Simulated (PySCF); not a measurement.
# Highest orbital energy against ionisation energy along the third row

Calculated with PySCF 2.14, no spin-orbit coupling. Each cell gives −ε(HOMO) / ΔSCF in eV; NIST values include spin-orbit coupling, (s) semi-empirical, (t) theoretical.

```
                                 species              UHF              LDA              PBE             PBE0           r2SCAN  NIST (lowest levels)
Al²⁺ (aug-cc-pV(D+d)Z, non-relativistic)  28.024 / 28.010  24.560 / 28.717  24.480 / 28.733  25.472 / 28.613  24.655 / 28.315                28.448
Si²⁺ (aug-cc-pV(D+d)Z, non-relativistic)  32.169 / 31.992  28.650 / 33.554  28.543 / 33.433  29.679 / 33.299  28.694 / 32.907                33.493
 P²⁺ (aug-cc-pV(D+d)Z, non-relativistic)  29.943 / 29.580  24.804 / 30.216  24.966 / 30.276  26.368 / 30.288  25.382 / 30.368                30.203
 S²⁺ (aug-cc-pV(D+d)Z, non-relativistic)  34.691 / 34.148  28.854 / 34.884  28.951 / 34.853  30.566 / 34.885  29.447 / 35.016      34.86 ± 0.04 (s)
Cl²⁺ (aug-cc-pV(D+d)Z, non-relativistic)  39.669 / 38.960  33.040 / 39.687  33.100 / 39.606  34.946 / 39.678  33.726 / 39.829       39.8 ± 0.11 (s)
Ar²⁺ (aug-cc-pV(D+d)Z, non-relativistic)  40.275 / 39.320  34.036 / 40.826  34.083 / 40.704  35.918 / 40.690  34.478 / 40.622    40.735 ± 0.012 (s)
```

Task: How far is −ε(HOMO) from ΔSCF on average for each method, and why?

Result: UHF 0.46 eV; LDA -5.66 eV; PBE -5.58 eV; PBE0 -4.08 eV; r2SCAN -5.11 eV. Hartree-Fock orbital energies lack relaxation and so exceed the ΔSCF value; semilocal functionals have convex E(N) from self-interaction, so their HOMO lies far too high; exact exchange moves hybrids part of the way back.
